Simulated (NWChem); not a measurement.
System: ZnSi₂H₆; SMILES [SiH3][Zn][SiH3]

Here is an NWChem input.

```
start job
memory heap 200 mb stack 900 mb global 1100 mb
geometry units angstroms noautosym nocenter noautoz
  Zn    -0.003286     0.000014     0.000655
  Si    -0.008128     2.396607    -0.001795
  H     -1.250696     2.958919     0.623682
  H      0.066910     2.960452    -1.390220
  H      1.152248     2.968904     0.757842
  Si    -0.008154    -2.396580    -0.001827
  H      0.351807    -2.961546    -1.344392
  H     -1.353328    -2.958085     0.353971
  H      0.970101    -2.968492     0.981557
end
basis spherical
  * library def2-svp
end
dft
  xc xpbe96 cpbe96
  iterations 150
  vectors input atomic output neutral.movecs
end
task dft energy
charge 1
dft
  odft
  mult 2
  vectors input atomic output cation.movecs
end
task dft energy
```

Coordinates come from a PBE0/def2-SVP optimisation.

Ions are spin-unrestricted doublets at the neutral geometry; other ion states weren't tried.

**Question.** Give the results of this calculation. (PBE/def2-SVP, vertical spin-unrestricted ions.) Quantities: vertical ionisation energy, ΔSCF (eV); −ε(HOMO) (eV).

**Answer.** 
```yaml
vertical ionisation energy, ΔSCF (eV): 8.54
"−ε(HOMO) (eV)": 5.87
```
